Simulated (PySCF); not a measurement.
Magnetic shielding above rings: a mixed set.

Definitions: NICS(0) = −σiso at the ring centroid; NICS(1) = −σiso and NICS(1)zz = −σzz at ±1 Å along the ring normal z. Level: GIAO PBE0/pcSseg-1 (PySCF, non-relativistic, gas phase) on the GFN2-xTB geometries, one conformer each. Atom numbers follow the mapped SMILES.

Problem. Order these rings by mean NICS(1)zz, lowest (most negative) first (ppm).
A. ring N4–N5–C6–C7–N8 in `[CH2:1]=[CH:2][CH2:3][n:4]1[n:5][cH:6][cH:7][n:8]1`
B. ring N3–N4–C5–N6–C7 in `[CH2:1]=[CH:2][n:3]1[n:4][cH:5][n:6][c:7]1[CH3:8]`
C. ring C2–C3–N4–N5–C6–N8 in `[CH3:1][c:2]1[cH:3][n:4][n:5][c:6]([CH3:7])[n:8]1`
D. ring C3–C4–C5–C6–C7 in `[CH:1]#[C:2][C@@:3]12[CH2:4][CH:5]=[CH:6][C@@H:7]1[C@@H:8]2[CH:9]=[O:10]`
E. ring N3–N4–N5–C6–C7 in `[CH2:1]=[CH:2][n:3]1[n:4][n:5][cH:6][c:7]1[CH3:8]`
F. ring C2–C3–C4–C5–P6 in `[F:1][C:2]1=[CH:3][CH2:4][CH2:5][P:6]1[C:7]([F:8])([F:9])[F:10]`

Solution. A (-34.8), E (-29.2), B (-27.1), C (-25.5), F (-4.4), D (-0.8).

```tsv
SMILES	ring	NICS(0)	NICS(1)	NICS(1)zz	HOMA	rms pucker (Å)	ring atoms with four or more neighbours
C=CCn1nccn1	5-membered ring with 3 N; formal bonds all aromatic	-14.0	-13.7	-34.8	0.99	0.00	0
C=Cn1nncc1C	5-membered ring with 3 N; formal bonds all aromatic	-10.7	-12.0	-29.2	0.91	0.00	0
C=Cn1ncnc1C	5-membered ring with 3 N; formal bonds all aromatic	-10.2	-10.7	-27.1	0.92	0.00	0
Cc1cnnc(C)n1	6-membered ring with 3 N; formal bonds all aromatic	-3.6	-10.6	-25.5	0.98	0.00	0
FC1=CCCP1C(F)(F)F	5-membered ring with P; formal bonds 1 double, 4 single	-4.8	-3.2	-4.4	–	0.07	2
C#C[C@@]12CC=C[C@@H]1[C@@H]2C=O	5-membered carbocycle; formal bonds 1 double, 4 single	-4.5	-2.7	-0.8	–	0.01	3
```

NICS(0) gives another order. The isotropic NICS(1) gives the same order. Over the 4 rings with a HOMA value its correlation coefficient with NICS(1)zz is -0.42. HOMA uses Krygowski's 1993 parameters; it is left out where a ring has a four-coordinate atom, a triple bond, no multiple bond or a kind of bond without parameters. NICS(1) and NICS(1)zz are means over the two faces.
